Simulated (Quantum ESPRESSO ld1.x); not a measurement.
Results of a calculation; reference values are marked as such.
Species: Ti2+. Configuration: [Ne] 3s1 3p6 3d2 4f1 (not the ground configuration). Code: ld1.x of Quantum ESPRESSO 7.5. Model: non-relativistic Kohn-Sham, LDA (Slater exchange, VWN5 correlation), spin-polarised, spherical densities, point nucleus; open shells are filled with parallel spins first. Some entries of the table are withheld. Estimate them.

orbital  occ.  eigenvalue (eV)  r(max) (bohr)  <r> (bohr)
1s up       1         -4857.13        0.04622     0.07030
1s down     1         -4856.61        0.04622     0.07031
2s up       1         -561.288         0.2719      0.3285
2s down     1         -559.922         0.2718      0.3281
2p up       3         -475.025         0.2203      0.2913
2p down     3         -473.862         0.2202      0.2908
3s up       1         -91.5069         0.8683      0.9947
3s down     0         -87.8118         0.8698       1.001
3p up       3              (1)         0.8897         (2)
3p down     3              (3)         0.8925         (4)
3d up       2              (5)         0.9011       1.224
3d down     0              (6)         0.9138       1.263
4f up       1          -6.4463          5.062       5.616
4f down     0          -5.7435          5.357       5.999

Answer. 
(1) 3p up eigenvalue (eV): -68.3378
(2) 3p up <r> (bohr): 1.049
(3) 3p down eigenvalue (eV): -64.7905
(4) 3p down <r> (bohr): 1.059
(5) 3d up eigenvalue (eV): -32.3029
(6) 3d down eigenvalue (eV): -29.1339
